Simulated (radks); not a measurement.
The nuclear charge of the potassium ion K+ is varied continuously with 18 electrons held in [Ar]. Calculated with a radial shooting solver on a logarithmic mesh with Libxc functionals: Dirac Kohn-Sham, PBE, spin-unpolarised, spherical densities, finite nucleus; Fermi nuclear charge, rms radius 3.4349 fm. By the Hellmann-Feynman theorem dE/dZ = E(electron-nucleus)/Z, the electronic potential at the nucleus (averaged over a nucleus of fixed radius).

Z      E (hartree)  E(electron-nucleus)/Z (hartree)   HOMO  e(HOMO) (eV)  <r> HOMO (bohr)
18      -529.23138                         -70.1797  3p3/2       -10.211            1.668
18.25   -546.93390                         -71.4402  3p3/2       -13.505            1.599
18.5    -564.95142                         -72.6997  3p3/2       -17.038            1.537
18.75   -583.28369                         -73.9584  3p3/2       -20.803            1.481
19      -601.93056                         -75.2165  3p3/2       -24.793            1.429
19.25   -620.89192                         -76.4743  3p3/2       -29.003            1.382
19.5    -640.16769                         -77.7318  3p3/2       -33.431            1.339
19.75   -659.75783                         -78.9893  3p3/2       -38.073            1.298
20      -679.66235                         -80.2468  3p3/2       -42.926            1.260

The central difference of E at Z = 19 is -75.216 hartree, to compare with the third column; the second derivative is -5.03 hartree.
